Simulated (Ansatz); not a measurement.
CH$_{7}$GaN$_{2}$O (`N[CH2][Ga]([NH2])[OH]`). Charge 0, multiplicity 1.

Z-matrix (Å, degrees):
```
C
Ga 1 1.982
N 1 1.461 2 115.4
H 1 1.094 2 109.1 3 -123.0
H 1 1.094 2 109.1 3 123.0
O 2 1.801 1 113.0 3 0.3
N 2 1.819 1 130.7 3 -179.6
H 3 1.013 1 110.2 2 -57.6
H 3 1.013 1 110.2 2 58.0
H 6 0.958 2 115.1 1 -179.9
H 7 1.006 2 124.5 1 -179.6
H 7 1.005 2 123.8 1 -0.5
```

Question: List the harmonic frequencies (cm⁻¹, unscaled) at PBE0-D4/def2-TZVP in Ansatz. (Best estimate.)

Answer: Computed: 28, 90, 93, 159, 186, 219, 289, 308, 376, 556, 666, 670, 699, 703, 814, 907, 1077, 1095, 1240, 1384, 1449, 1562, 1668, 3055, 3097, 3528, 3599, 3617, 3722, 3914.

Question: Is this a minimum?

Answer: Yes, all 30 modes are real.

Question: Give the ideal-gas thermochemistry at 298.15 K and 1 bar (rigid rotor, harmonic oscillator; point group Cs, symmetry number 1).

Answer: Zero-point energy 243.8 kJ/mol; H(298) − E = 270.0 kJ/mol; entropy 393.1 J/(mol·K), of which translation 169.8, rotation 113.0, vibration 110.2; G(298) − E = 152.8 kJ/mol. Modes under 100 cm⁻¹ are hindered rotations or soft bends, so the harmonic entropy is rough.
